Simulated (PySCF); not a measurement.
# SMILES C=C(Cl)/C(Cl)=C\C=O, C5H4Cl2O

Molfile (atoms numbered from 1):
```
C5H4Cl2O
     RDKit          3D

 12 11  0  0  0  0  0  0  0  0999 V2000
   -1.7167    0.4188   -0.0016 C   0  0  0  0  0  0  0  0  0  0  0  0
   -0.9403   -0.3445   -0.7615 C   0  0  0  0  0  0  0  0  0  0  0  0
   -1.3592   -0.6765   -2.4106 Cl  0  0  0  0  0  0  0  0  0  0  0  0
    0.2899   -0.9929   -0.3025 C   0  0  0  0  0  0  0  0  0  0  0  0
    0.4143   -2.6605   -0.7110 Cl  0  0  0  0  0  0  0  0  0  0  0  0
    1.2682   -0.3999    0.4004 C   0  0  0  0  0  0  0  0  0  0  0  0
    1.3242    1.0239    0.7160 C   0  0  0  0  0  0  0  0  0  0  0  0
    2.1128    1.5118    1.4846 O   0  0  0  0  0  0  0  0  0  0  0  0
   -2.6149    0.8659   -0.3888 H   0  0  0  0  0  0  0  0  0  0  0  0
   -1.4791    0.5900    1.0328 H   0  0  0  0  0  0  0  0  0  0  0  0
    2.1109   -0.9841    0.7438 H   0  0  0  0  0  0  0  0  0  0  0  0
    0.5911    1.6471    0.1724 H   0  0  0  0  0  0  0  0  0  0  0  0
  1  2  2  0
  2  3  1  0
  2  4  1  0
  4  5  1  0
  4  6  2  0
  6  7  1  0
  7  8  2  0
  1  9  1  0
  1 10  1  0
  6 11  1  0
  7 12  1  0
M  END
```

Method: TDDFT PBE0/def2-SVPD circular dichroism and optical rotation, one conformer, gas phase (PySCF). Geometry: GFN2-xTB.

No stereocentre is labelled: unless the shape is locked (an allene, a helicene, a hindered biaryl), the mirror image is equally populated and a measured rotation or CD is zero.

Q: Draw the ECD and absorption spectra from the lowest 16 states, each a Gaussian of half-width 0.3 eV at 1/e height.

A: 
| E (eV) | λ (nm) | Δε (L mol⁻¹ cm⁻¹) | ε (L mol⁻¹ cm⁻¹) |
| --- | --- | --- | --- |
| 2.86 | 433 | -0.24 | 5.44 |
| 2.96 | 419 | -0.66 | 14.8 |
| 3.06 | 405 | -1.44 | 32.2 |
| 3.16 | 392 | -2.51 | 56.1 |
| 3.26 | 380 | -3.50 | 78.3 |
| 3.36 | 369 | -3.91 | 87.5 |
| 3.46 | 358 | -3.50 | 78.3 |
| 3.56 | 348 | -2.50 | 56.1 |
| 3.66 | 339 | -1.44 | 32.2 |
| 3.76 | 330 | -0.66 | 15.4 |
| 3.86 | 321 | -0.23 | 9.4 |
| 3.96 | 313 | +0.01 | 22.9 |
| 4.06 | 305 | +0.35 | 92.3 |
| 4.16 | 298 | +1.27 | 318 |
| 4.26 | 291 | +3.51 | 881 |
| 4.36 | 284 | +7.78 | 1960 |
| 4.46 | 278 | +13.82 | 3530 |
| 4.56 | 272 | +19.70 | 5210 |
| 4.66 | 266 | +22.64 | 6530 |
| 4.76 | 260 | +21.11 | 7370 |
| 4.86 | 255 | +15.99 | 8120 |
| 4.96 | 250 | +9.20 | 9010 |
| 5.06 | 245 | +1.42 | 9650 |
| 5.16 | 240 | -7.91 | 9400 |
| 5.26 | 236 | -18.45 | 8160 |
| 5.36 | 231 | -27.59 | 6510 |
| 5.46 | 227 | -31.70 | 5190 |
| 5.56 | 223 | -28.96 | 4700 |
| 5.66 | 219 | -20.54 | 5360 |
| 5.76 | 215 | -9.54 | 7060 |
| 5.86 | 212 | +0.92 | 9120 |
| 5.96 | 208 | +8.71 | 10400 |
| 6.06 | 205 | +13.04 | 10300 |
| 6.16 | 201 | +14.11 | 9110 |
| 6.26 | 198 | +12.46 | 7660 |
| 6.36 | 195 | +9.01 | 6550 |
| 6.46 | 192 | +5.82 | 5830 |
| 6.56 | 189 | +5.75 | 5290 |
| 6.66 | 186 | +10.03 | 4910 |
| 6.76 | 183 | +16.63 | 4870 |
| 6.86 | 181 | +22.13 | 5280 |
| 6.96 | 178 | +25.03 | 6080 |
| 7.06 | 176 | +26.42 | 6890 |
| 7.16 | 173 | +27.66 | 7270 |

Δε uses R in velocity form, ε uses f in length form. Only the states computed contribute, so the short-wavelength end is incomplete.
